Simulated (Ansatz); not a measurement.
Consider the atomization: `C[O][Ga]([OH])[Br]` → Br• + C• + Ga• + 4 H• + 2 O•.

Program: Ansatz. Geometries: PBE0-D4/def2-TZVP. ΔE: electronic, gas phase. CBS: MP2 limit from def2 TZ/QZ plus the TZ coupled-cluster correction, frozen cores. This one scheme is used for every species, atoms too. DFT in def2-TZVPP. B3LYP here is the variant with VWN-RPA as its local correlation; programs differ in this. HSE06 is defined as in plane-wave codes. No spin–orbit coupling; open shells (•) take unrestricted orbitals. Spin–orbit coupling would lower the free atoms: a little for C, O; clearly for Br, Ga. For Br, Ga outer-core shells are correlated without core-valence functions, so the limit isn't a true one: a few kJ/mol of doubt a bond, and 10 to 20 or more in all where bonds break to atoms. Scalar relativity is left out up to krypton. One conformer a species, not always the lowest.

`C[O][Ga]([OH])[Br]`:

Z-matrix (Å, degrees):
```
C
O 1 1.409
H 1 1.096 2 113.1
H 1 1.094 2 109.5 3 120.7
H 1 1.094 2 109.5 3 -120.7
Ga 2 1.767 1 124.4 3 0.6
Br 6 2.265 2 121.2 1 -0.0
O 6 1.768 2 119.0 1 180.0
H 8 0.961 6 112.2 2 -0.0
```

```
             level  ΔE (eV)  difference from CCSD(T)/CBS
           PBE0-D4    32.56                        -0.46
        r2SCANh-D4    32.63                        -0.39
          BHLYP-D4    31.26                        -1.76
      CAM-B3LYP-D4    32.70                        -0.32
           ωB97M-V    32.65                        -0.37
            B2PLYP    32.35                        -0.67
            r2SCAN    32.89                        -0.13
              PBE0    32.39                        -0.63
             B3LYP    32.07                        -0.95
             HSE06    32.43                        -0.59
             BHLYP    30.97                        -2.05
       HF/def2-SVP    23.03                        -9.99
      MP2/def2-SVP    31.78                        -1.24
CCSD(T)/def2-TZVPP    32.16                        -0.86
     HF/def2-QZVPP    22.94                       -10.08
      HF/CBS(def2)    22.95                       -10.07
       CCSD(T)/CBS    33.02                            0
```

Largest T1 diagnostic among the species: 0.013.

At CCSD(T), def2-SVP lies −2.08 eV from the extrapolated value and def2-TZVPP −0.86 eV: correlation converges slowly with the basis, and small sets miss more of it in the bonded molecule than in its fragments. Leaving LDA and LC-ωPBE aside and taking each functional with its dispersion term where it has one, the values, not all of them listed here, spread over 2.11 eV, from BHLYP-D4 to PBE-D4. LDA lies +4.89 eV from PBE without D4, its usual overbinding.

For atomizations the MP2-based limit and the directly extrapolated one differ by several kJ/mol either way, and by 10 to 25 for some Ge, Se and Sn compounds, so smaller differences from it don't rank the levels.
